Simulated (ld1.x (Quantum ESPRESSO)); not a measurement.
## Scattering properties, TM potential for antimony (Sb)

antimony, norm-conserving Troullier–Martins (Kleinman–Bylander form), made with ld1.x (Quantum ESPRESSO) 7.5 (PBE, scalar-relativistic). Core [Kr] 4d10, reference 5s2 5p3. Waves: 5p (bound): rc 1.85 bohr; 5s (bound): rc 1.85 bohr. Local part: the s channel. Core correction: a·sin(br)/r model core inside 1.10 bohr.

The phase is arctan(r·u′/u) with u = r·R(r), unwrapped; energies in Ry, scanned from -3 to 5 Ry. A pole is an energy at which the radial function vanishes at the test radius. The pseudo phase is shifted by a multiple of π to meet the all-electron one at the reference energy, and phase errors are pseudo minus all-electron; the curves can meet again beyond the range given. Levels narrower than the energy grid can be missing from the lists of poles.

| channel | radius (bohr) | reference energy (Ry) | poles, all-electron | poles, pseudo | unbroken range about the reference energy with phases within 0.05 rad | phase error 1 Ry above the reference energy (rad) |
| --- | --- | --- | --- | --- | --- | --- |
| s | 1.99 | -0.94 | 3.26 | 2.84 | below 4.4 | -0.006 |
| p | 1.99 | -0.35 | none | 4.57 | the whole range | -0.021 |

Phases in the p channel:

```json
{"E (Ry)": "-3.00", "all-electron": "1.232", "pseudo": "1.222"}
{"E (Ry)": "-2.52", "all-electron": "1.191", "pseudo": "1.183"}
{"E (Ry)": "-2.04", "all-electron": "1.137", "pseudo": "1.130"}
{"E (Ry)": "-1.56", "all-electron": "1.060", "pseudo": "1.055"}
{"E (Ry)": "-1.08", "all-electron": "0.943", "pseudo": "0.940"}
{"E (Ry)": "-0.60", "all-electron": "0.748", "pseudo": "0.747"}
{"E (Ry)": "-0.12", "all-electron": "0.403", "pseudo": "0.402"}
{"E (Ry)": "0.36", "all-electron": "-0.143", "pseudo": "-0.155"}
{"E (Ry)": "0.84", "all-electron": "-0.677", "pseudo": "-0.702"}
{"E (Ry)": "1.32", "all-electron": "-1.008", "pseudo": "-1.036"}
{"E (Ry)": "1.80", "all-electron": "-1.195", "pseudo": "-1.224"}
{"E (Ry)": "2.28", "all-electron": "-1.310", "pseudo": "-1.338"}
{"E (Ry)": "2.76", "all-electron": "-1.386", "pseudo": "-1.415"}
{"E (Ry)": "3.24", "all-electron": "-1.441", "pseudo": "-1.470"}
{"E (Ry)": "3.72", "all-electron": "-1.483", "pseudo": "-1.512"}
{"E (Ry)": "4.20", "all-electron": "-1.516", "pseudo": "-1.547"}
{"E (Ry)": "4.68", "all-electron": "-1.544", "pseudo": "-1.577"}
```
